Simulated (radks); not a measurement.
Values are calculated unless marked as measured or tabulated.
Valence configurations of the scandium ion Sc2+ (all share [Ar]). Code: a radial shooting solver on a logarithmic mesh with Libxc functionals. Model: scalar-relativistic Kohn-Sham, LDA (Slater exchange, Perdew-Wang correlation), spin-polarised, spherical densities, finite nucleus; open shells are filled with parallel spins first; Fermi nuclear charge, rms radius 3.5459 fm. Energies are relative to 3d1; eigenvalues in eV for spin up.

valence      E (eV)  moment (Bohr magnetons)    e(3d)    e(4p)    e(4s)
3d1           0.000                        1  -18.492        -        -
3d0.5 4s0.5   1.405                        1  -20.794        -  -17.506
4s1           3.345                        1        -        -  -18.684
3d0.5 4p0.5   3.580                        1  -21.255  -13.453        -
4s0.5 4p0.5   5.615                        1        -  -14.410  -18.945

NIST lists [Ar] 3d1 as the ground configuration; this level of theory agrees among the configurations tried. The energies are those of spherical high-spin densities, not of single terms.
